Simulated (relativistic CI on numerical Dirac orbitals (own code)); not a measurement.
Inner-shell lines of Nb²²⁺

Computed by Dirac-Coulomb-Breit CI, KLI orbitals optimised for each configuration, a model potential for QED, unscaled Slater integrals (own radial code, finite nucleus).

Configuration list (outside the closed core 1s2 2s2 3s2 3p6): 2p6 3d, 2p5 3d2, 2p5 3d 4s, 2p5 3d 4d. Levels of other configurations are missing.

The table holds the strongest lines. The upper levels have an inner-shell vacancy. Auger decay, open to those above the ionisation limit, is not computed, and radiative decays to configurations outside the model are missing too. Absolute energies can be off by a few tenths of a per cent, so close lines can change order. LS names give the leading component, which can be well under half, for lower levels too. Brackets number the levels in order of energy.

| E (eV) | Upper | Lower | A (s⁻¹) | gA (s⁻¹) |
| --- | --- | --- | --- | --- |
| 2274.86 | 2p5 3d2 2F°_7/2 [18] | 2p6 3d 2D_5/2 [2] | 6.61e+12 | 5.29e+13 |
| 2285.83 | 2p5 3d2 2F°_5/2 [26] | 2p6 3d 2D_5/2 [2] | 2.03e+13 | 1.22e+14 |
| 2287.58 | 2p5 3d2 2G°_7/2 [27] | 2p6 3d 2D_5/2 [2] | 5.98e+13 | 4.78e+14 |
| 2288.03 | 2p5 3d2 2D°_3/2 [25] | 2p6 3d 2D_3/2 [1] | 9.01e+13 | 3.61e+14 |
| 2289.84 | 2p5 3d2 2F°_5/2 [26] | 2p6 3d 2D_3/2 [1] | 9.70e+13 | 5.82e+14 |
| 2290.80 | 2p5 3d2 2P°_3/2 [28] | 2p6 3d 2D_5/2 [2] | 4.32e+13 | 1.73e+14 |
| 2292.77 | 2p5 3d2 2D°_5/2 [30] | 2p6 3d 2D_5/2 [2] | 1.25e+14 | 7.50e+14 |
| 2295.49 | 2p5 3d2 2P°_1/2 [29] | 2p6 3d 2D_3/2 [1] | 1.41e+14 | 2.82e+14 |
| 2296.78 | 2p5 3d2 2P°_3/2 [31] | 2p6 3d 2D_5/2 [2] | 7.55e+13 | 3.02e+14 |
| 2296.78 | 2p5 3d2 2D°_5/2 [30] | 2p6 3d 2D_3/2 [1] | 4.01e+13 | 2.41e+14 |
| 2364.22 | 2p5 3d2 4G°_5/2 [32] | 2p6 3d 2D_3/2 [1] | 2.56e+13 | 1.53e+14 |
| 2364.86 | 2p5 3d2 2D°_5/2 [34] | 2p6 3d 2D_5/2 [2] | 1.10e+13 | 6.63e+13 |
| 2367.31 | 2p5 3d2 4D°_7/2 [37] | 2p6 3d 2D_5/2 [2] | 1.08e+13 | 8.60e+13 |
| 2373.89 | 2p5 3d2 2F°_5/2 [42] | 2p6 3d 2D_5/2 [2] | 9.43e+12 | 5.66e+13 |
| 2376.30 | 2p5 3d2 2D°_5/2 [44] | 2p6 3d 2D_5/2 [2] | 9.64e+13 | 5.78e+14 |
| 2376.53 | 2p5 3d2 4D°_3/2 [39] | 2p6 3d 2D_3/2 [1] | 1.22e+13 | 4.88e+13 |
| 2377.30 | 2p5 3d2 4D°_1/2 [40] | 2p6 3d 2D_3/2 [1] | 5.90e+13 | 1.18e+14 |
| 2379.40 | 2p5 3d2 2F°_7/2 [45] | 2p6 3d 2D_5/2 [2] | 7.99e+13 | 6.39e+14 |
| 2379.67 | 2p5 3d2 2D°_3/2 [43] | 2p6 3d 2D_3/2 [1] | 1.24e+14 | 4.96e+14 |
| 2380.28 | 2p5 3d2 2P°_3/2 [46] | 2p6 3d 2D_5/2 [2] | 9.59e+13 | 3.84e+14 |
| 2384.30 | 2p5 3d2 2P°_3/2 [46] | 2p6 3d 2D_3/2 [1] | 1.18e+13 | 4.70e+13 |
| 2774.32 | 2p5 3d 4d 2P°_3/2 [89] | 2p6 3d 2D_3/2 [1] | 1.14e+13 | 4.56e+13 |
| 2775.69 | 2p5 3d 4d 2F°_7/2 [106] | 2p6 3d 2D_5/2 [2] | 1.15e+13 | 9.21e+13 |
| 2777.23 | 2p5 3d 4d 2D°_5/2 [112] | 2p6 3d 2D_5/2 [2] | 2.41e+13 | 1.45e+14 |
| 2777.25 | 2p5 3d 4d 2D°_3/2 [99] | 2p6 3d 2D_3/2 [1] | 2.12e+13 | 8.47e+13 |
| 2777.32 | 2p5 3d 4d 2F°_5/2 [100] | 2p6 3d 2D_3/2 [1] | 2.60e+13 | 1.56e+14 |
| 2777.44 | 2p5 3d 4d 2D°_3/2 [113] | 2p6 3d 2D_5/2 [2] | 1.16e+13 | 4.62e+13 |
| 2779.22 | 2p5 3d 4d 2P°_3/2 [116] | 2p6 3d 2D_5/2 [2] | 2.21e+13 | 8.85e+13 |
| 2781.00 | 2p5 3d 4d 2F°_7/2 [120] | 2p6 3d 2D_5/2 [2] | 2.23e+13 | 1.78e+14 |
| 2790.71 | 2p5 3d 4d 2D°_5/2 [131] | 2p6 3d 2D_5/2 [2] | 1.01e+13 | 6.04e+13 |
| 2867.67 | 2p5 3d 4d 2D°_5/2 [148] | 2p6 3d 2D_5/2 [2] | 1.52e+13 | 9.10e+13 |
| 2869.02 | 2p5 3d 4d 2F°_7/2 [150] | 2p6 3d 2D_5/2 [2] | 2.32e+13 | 1.85e+14 |
| 2870.75 | 2p5 3d 4d 2P°_3/2 [156] | 2p6 3d 2D_5/2 [2] | 1.49e+13 | 5.97e+13 |
| 2876.94 | 2p5 3d 4d 2F°_5/2 [158] | 2p6 3d 2D_3/2 [1] | 1.37e+13 | 8.25e+13 |
| 2880.20 | 2p5 3d 4d 2D°_3/2 [162] | 2p6 3d 2D_3/2 [1] | 1.24e+13 | 4.96e+13 |
